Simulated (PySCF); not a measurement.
**Bismuth: a sound run and one with changed settings**

Sound run: Bi+ [Xe] 4f14 5d10 6s2 6p2, Bi(2+) [Xe] 4f14 5d10 6s2 6p1. All numbers are calculated (PySCF 2.14, a scalar-relativistic core potential, in aug-cc-pVDZ-PP with ECP60MDF (5s4p3d, 32 functions)). In the sound run the correlated levels freeze 5s2 5p6 5d10 outside the core potential. The sound run starts from symmetry-adapted Hartree-Fock orbitals and uses a fine grid where one is needed.

A second run was set up differently.

```json
{"species": "Bi+", "method": "MP2", "sound run (hartree)": "-213.31812", "changed run (hartree)": "-213.35556", "converged": "yes"}
{"species": "Bi(2+)", "method": "MP2", "sound run (hartree)": "-212.74882", "changed run (hartree)": "-212.78339", "converged": "yes"}
```

Ionisation energy of Bi+:

| method | sound run (eV) | changed run (eV) |
| --- | --- | --- |
| UHF | 15.300 | 15.300 |
| MP2 | 15.491 | 15.570 |
| SCS-MP2 | 15.442 | 15.484 |

**Question.** What was changed?
A. too few SCF iterations
B. minimal basis
C. all electrons correlated in a valence basis
D. level shift left on

**Answer.** C. A valence basis has no tight correlating functions, so it recovers only part of the core correlation, and not evenly between atom and ion.
